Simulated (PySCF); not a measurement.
**Working with the constants of LaN**

RHF-CCSD(T) constants of LaN, singlet, about 0.1 electrons in the 4f shell (Mulliken) (basis La x2c-SVPall, N x2c-SVPall; spin-free X2C with a Gaussian nucleus; PySCF 2.14; masses 138.9063 and 14.0031 u):

| Property | Result |
| --- | --- |
| ωe | 847.1 cm⁻¹ |
| ωexe | 2.85 cm⁻¹ |
| Be | 0.3901 cm⁻¹ |
| αe | 0.00183 cm⁻¹ |
| De to La (5d1 6s2) + N | 4.85 eV |

(1) What force constant and bond length do these constants imply?

(2) Estimate the centrifugal constant D from the Kratzer relation and find the Dunham coefficient a1.

Correlated steps freeze 19 core orbitals. Correlated levels converge slowly with the basis: in double zeta they bind strong bonds too weakly, by up to about 1 eV, and carry superposition errors of some tenths. These are scalar-relativistic numbers at best; spin–orbit coupling would shift them, the dissociation energy most. Where the molecule has an RHF reference, its open-shell atoms are computed with UHF. The CCSD T1 diagnostic is raised, a sign that a single reference may not be enough here.

## Answers

(1) Reduced mass μred = 12.721 u; k = 5.8918×10⁻⁷·μred·ωe² (u, cm⁻¹, mdyn/Å) = 5.38 mdyn/Å; Re = √(16.8576/(μred·Be)) (u, cm⁻¹, Å) = 1.843 Å.

(2) D = 4Be³/ωe² = 3.31e-07 cm⁻¹; a1 = −1 − αeωe/(6Be²) = -2.70.
